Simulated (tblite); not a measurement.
Species: C₆H₁₂GeOSi.
Bonds: C1–C2 (double), C2–C3, C3–Ge4, Ge4–O5, O5–Si6, Si6–C7, C7–C8 (triple), C8–C9. Hydrogens: H10, H11 on C1; H12 on C2; H13, H14 on C3; H15, H16 on Ge4; H17, H18 on Si6; H19, H20, H21 on C9.

Computed with GFN2-xTB (tblite), gas phase: L-BFGS steps from a force-field or distance-geometry start until the largest atomic force falls under 0.01 eV/Å.

Step 12: E = -725.2314 eV
```
atom  x, y, z in Å  |  force x, y, z in eV/Å
C1     -1.5713    0.5773    1.0768    0.015  -0.106   0.072
C2     -1.5834    1.3030   -0.0271   -0.062   0.003  -0.069
C3     -2.1379    0.8119   -1.3268    0.077  -0.016  -0.067
Ge4    -0.8568   -0.4534   -2.2243   -0.024   0.034   0.040
O5     -0.4806   -1.8542   -1.2169    0.081   0.112  -0.027
Si6     1.0322   -2.2536   -0.7215    0.044   0.128   0.072
C7      1.6098   -0.9425    0.4701    0.021  -0.110  -0.099
C8      1.9346   -0.0395    1.2021    0.019  -0.068  -0.004
C9      2.3721    1.0046    2.1122   -0.085  -0.183  -0.149
H10    -1.9541   -0.4314    1.0822   -0.045   0.040  -0.011
H11    -1.1742    0.9304    2.0145    0.003   0.062  -0.089
H12    -1.1726    2.3076   -0.0335   -0.018  -0.097   0.006
H13    -2.2804    1.6471   -2.0191   -0.026  -0.099   0.072
H14    -3.1086    0.3210   -1.1908    0.229  -0.010   0.024
H15    -1.3611   -1.0882   -3.5147   -0.011   0.091   0.074
H16     0.5133    0.1787   -2.4480   -0.211   0.053  -0.116
H17     1.8891   -2.2200   -1.9385   -0.016  -0.116   0.356
H18     0.8656   -3.5649   -0.0768   -0.032   0.209  -0.137
H19     2.4662    0.5808    3.1152    0.011   0.136  -0.066
H20     1.6466    1.8222    2.1223    0.109  -0.092   0.023
H21     3.3426    1.3799    1.7805   -0.079   0.029   0.097
```

Step 13: E = -725.2474 eV
```
atom  x, y, z in Å  |  force x, y, z in eV/Å
C1     -1.5707    0.5780    1.0753   -0.013  -0.214   0.239
C2     -1.5844    1.3001   -0.0265   -0.045   0.093  -0.169
C3     -2.1381    0.8120   -1.3233    0.005  -0.037  -0.170
Ge4    -0.8541   -0.4502   -2.2305   -0.070   0.006   0.061
O5     -0.4752   -1.8533   -1.2207    0.178   0.204  -0.072
Si6     1.0399   -2.2510   -0.7221   -0.079   0.051   0.005
C7      1.6220   -0.9539    0.4735    0.010  -0.051  -0.085
C8      1.9368   -0.0446    1.2012    0.040  -0.014   0.039
C9      2.3706    1.0008    2.1088   -0.064  -0.102  -0.072
H10    -1.9601   -0.4263    1.0856   -0.050  -0.027  -0.015
H11    -1.1735    0.9318    2.0108    0.028   0.081  -0.036
H12    -1.1750    2.3021   -0.0307    0.033   0.000  -0.012
H13    -2.2938    1.6503   -2.0094    0.018  -0.105   0.049
H14    -3.1088    0.3209   -1.1861    0.241  -0.052   0.027
H15    -1.3654   -1.0957   -3.5155   -0.001   0.115   0.092
H16     0.5106    0.1925   -2.4703   -0.218   0.022  -0.092
H17     1.9165   -2.2347   -1.9233   -0.044  -0.091   0.320
H18     0.8375   -3.5553   -0.0830    0.001   0.131  -0.094
H19     2.4659    0.5880    3.1144    0.009   0.058  -0.024
H20     1.6516    1.8222    2.1252    0.025  -0.083  -0.026
H21     3.3386    1.3832    1.7846   -0.004   0.015   0.035
```

Step 14: E = -725.2622 eV
```
atom  x, y, z in Å  |  force x, y, z in eV/Å
C1     -1.5707    0.5773    1.0757   -0.037  -0.208   0.250
C2     -1.5871    1.2976   -0.0260    0.003   0.105  -0.162
C3     -2.1380    0.8119   -1.3217   -0.027  -0.054  -0.186
Ge4    -0.8540   -0.4453   -2.2363   -0.084  -0.015   0.050
O5     -0.4621   -1.8456   -1.2293    0.179   0.248  -0.087
Si6     1.0481   -2.2481   -0.7213   -0.181  -0.040  -0.045
C7      1.6342   -0.9652    0.4758    0.017   0.028  -0.032
C8      1.9389   -0.0506    1.2003    0.052   0.014   0.059
C9      2.3683    0.9956    2.1042   -0.005   0.013   0.032
H10    -1.9667   -0.4224    1.0891   -0.055  -0.095  -0.006
H11    -1.1719    0.9341    2.0077    0.043   0.086   0.013
H12    -1.1764    2.2966   -0.0293    0.070   0.079  -0.019
H13    -2.3069    1.6519   -1.9999    0.050  -0.071  -0.005
H14    -3.1051    0.3198   -1.1808    0.179  -0.119   0.027
H15    -1.3687   -1.1023   -3.5141   -0.010   0.129   0.091
H16     0.5024    0.2042   -2.4935   -0.191   0.024  -0.080
H17     1.9414   -2.2506   -1.9021   -0.016  -0.072   0.227
H18     0.8083   -3.5448   -0.0903    0.022   0.043  -0.040
H19     2.4660    0.5960    3.1128    0.003  -0.036   0.033
H20     1.6569    1.8206    2.1273   -0.079  -0.055  -0.079
H21     3.3342    1.3862    1.7896    0.067  -0.004  -0.037
```

Step 15: E = -725.2754 eV
```
atom  x, y, z in Å  |  force x, y, z in eV/Å
C1     -1.5719    0.5755    1.0783   -0.050  -0.110   0.132
C2     -1.5905    1.2958   -0.0253    0.061   0.052  -0.075
C3     -2.1386    0.8114   -1.3221   -0.014  -0.051  -0.109
Ge4    -0.8563   -0.4392   -2.2424   -0.066  -0.006   0.008
O5     -0.4421   -1.8308   -1.2428    0.089   0.235  -0.072
Si6     1.0554   -2.2471   -0.7201   -0.208  -0.096  -0.032
C7      1.6466   -0.9752    0.4781    0.022   0.089   0.021
C8      1.9417   -0.0562    1.2003    0.057   0.019   0.059
C9      2.3665    0.9913    2.1007    0.059   0.106   0.113
H10    -1.9740   -0.4208    1.0929   -0.050  -0.126   0.011
H11    -1.1693    0.9372    2.0063    0.036   0.068   0.031
H12    -1.1762    2.2926   -0.0291    0.079   0.098  -0.017
H13    -2.3196    1.6530   -1.9914    0.065  -0.025  -0.070
H14    -3.0996    0.3165   -1.1749    0.083  -0.185   0.020
H15    -1.3715   -1.1082   -3.5108   -0.036   0.130   0.070
H16     0.4900    0.2144   -2.5179   -0.146   0.052  -0.078
H17     1.9655   -2.2674   -1.8777    0.041  -0.065   0.111
H18     0.7774   -3.5357   -0.0973    0.033  -0.031   0.007
H19     2.4663    0.6029    3.1117   -0.004  -0.108   0.080
H20     1.6601    1.8181    2.1278   -0.161  -0.026  -0.117
H21     3.3312    1.3887    1.7938    0.110  -0.021  -0.091
```

Question: Estimate the geometry and energy of step 16. (The exact step hangs on the optimiser's Hessian estimate; all steps are aligned on step 15, rigid shifts and turns removed.)

Answer: E = -725.2879 eV, largest force 0.235 eV/Å
```
atom  x, y, z in Å  |  force x, y, z in eV/Å
C1     -1.5743    0.5730    1.0823   -0.049   0.018  -0.030
C2     -1.5930    1.2943   -0.0245    0.104  -0.026   0.030
C3     -2.1401    0.8105   -1.3236    0.011  -0.027   0.016
Ge4    -0.8601   -0.4320   -2.2495   -0.033   0.040  -0.050
O5     -0.4183   -1.8103   -1.2601   -0.029   0.174  -0.034
Si6     1.0609   -2.2484   -0.7190   -0.150  -0.091   0.029
C7      1.6600   -0.9841    0.4812    0.009   0.116   0.052
C8      1.9458   -0.0609    1.2018    0.062   0.014   0.054
C9      2.3661    0.9895    2.0995    0.097   0.141   0.142
H10    -1.9823   -0.4214    1.0975   -0.026  -0.100   0.030
H11    -1.1657    0.9409    2.0062    0.008   0.027   0.016
H12    -1.1743    2.2905   -0.0296    0.066   0.060  -0.009
H13    -2.3324    1.6544   -1.9840    0.066  -0.001  -0.115
H14    -3.0940    0.3097   -1.1683    0.002  -0.223   0.007
H15    -1.3750   -1.1135   -3.5064   -0.074   0.120   0.031
H16     0.4749    0.2253   -2.5450   -0.095   0.091  -0.082
H17     1.9923   -2.2861   -1.8515    0.082  -0.067   0.017
H18     0.7437   -3.5284   -0.1037    0.037  -0.085   0.042
H19     2.4665    0.6075    3.1123   -0.008  -0.137   0.098
H20     1.6600    1.8156    2.1261   -0.193  -0.013  -0.134
H21     3.3304    1.3909    1.7962    0.113  -0.032  -0.110
```

The energy changes by -0.0125 eV. The first-order estimate −F·Δx gives -0.0169 eV and the mean of the old and new forces, exact on a quadratic surface, -0.0126 eV. The step makes an angle of 72° with the force vector and moves no atom by more than 0.042 Å.

The cost below is that of the whole relaxation. Hardware: Arm Neoverse V2, one thread, shared host with 192 logical CPUs at a one-minute load of 79. Cost: 1.3 s wall.
